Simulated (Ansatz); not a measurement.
Hg5Te5H18. The state is a triplet with charge 0. Geometry PBE-D4/def2-SVP, that of the neutral singlet; atoms count from 1.

```tsv
atom	x (Å)	y (Å)	z (Å)
Hg1	-2.063	-3.432	-2.471
Hg2	-4.124	4.004	-2.525
Hg3	1.604	-4.109	-1.529
Hg4	5.496	0.484	2.996
Hg5	-1.057	0.076	1.894
Te6	-0.161	-1.125	-0.406
Te7	-1.918	2.939	0.202
Te8	-3.112	0.257	-2.176
Te9	2.024	1.517	2.450
Te10	2.962	-1.991	1.382
H11	-0.917	-3.263	-3.677
H12	-3.214	-3.639	-1.278
H13	-2.889	3.857	-3.639
H14	-5.388	4.163	-1.449
H15	2.855	-3.434	-2.401
H16	0.352	-4.824	-0.676
H17	5.836	0.620	1.367
H18	5.205	0.332	4.631
H19	-1.755	0.454	3.352
H20	0.578	0.283	-0.957
H21	-0.629	2.748	-0.856
H22	-0.982	4.026	1.113
H23	-4.643	0.752	-2.725
H24	-3.841	-0.460	-0.845
H25	2.275	1.664	0.797
H26	1.527	3.140	2.500
H27	4.176	-2.516	2.453
H28	1.801	-2.523	2.473
```

In the def2 sets Hg, Te take a core potential; there is no spin–orbit coupling. Single mean-field runs in def2-TZVP are fitted with def2-universal-jkfit. In the triplet geometry the species has come apart into loosely held pieces. At PBE0-D4/def2-TZVP a singlet of charge 0 lies 3.58 eV below the triplet at the same geometry.

**Question.** Estimate the Mulliken populations from the PBE0/def2-TZVP orbitals of Ansatz.

**Answer.** 
| atom | charge (e) | spin (α − β) | d electrons |
| --- | --- | --- | --- |
| Hg1 | 0.16 | 0.01 | 9.86 |
| Hg2 | 0.15 | 0.00 | 9.85 |
| Hg3 | 0.16 | 0.01 | 9.86 |
| Hg4 | 0.15 | 0.00 | 9.85 |
| Hg5 | 0.22 | 0.11 | 9.88 |
| Te6 | -0.14 | 1.14 | – |
| Te7 | -0.10 | 0.11 | – |
| Te8 | -0.15 | 0.02 | – |
| Te9 | -0.10 | 0.10 | – |
| Te10 | -0.15 | 0.01 | – |
| H11 | -0.10 | 0.00 | – |
| H12 | -0.10 | 0.00 | – |
| H13 | -0.10 | 0.00 | – |
| H14 | -0.10 | 0.00 | – |
| H15 | -0.10 | 0.00 | – |
| H16 | -0.10 | 0.00 | – |
| H17 | -0.10 | 0.00 | – |
| H18 | -0.10 | 0.00 | – |
| H19 | -0.07 | 0.06 | – |
| H20 | -0.02 | 0.22 | – |
| H21 | 0.08 | 0.04 | – |
| H22 | 0.06 | 0.00 | – |
| H23 | 0.08 | 0.05 | – |
| H24 | 0.11 | 0.00 | – |
| H25 | 0.08 | 0.04 | – |
| H26 | 0.06 | 0.00 | – |
| H27 | 0.09 | 0.05 | – |
| H28 | 0.10 | 0.01 | – |
Mulliken values and Mayer orders depend strongly on the basis.

**Question.** Where does the spin sit?

**Answer.** Summed by element: Hg 0.14, Te 1.38, H 0.48, of 2 unpaired in all. Largest on single atoms: Te6 1.14, H20 0.22, Hg5 0.11.

**Question.** And the Mayer bond orders between bonded heavy atoms (over 0.3)?

**Answer.** Hg5–Te6 0.67 (2.75 Å).
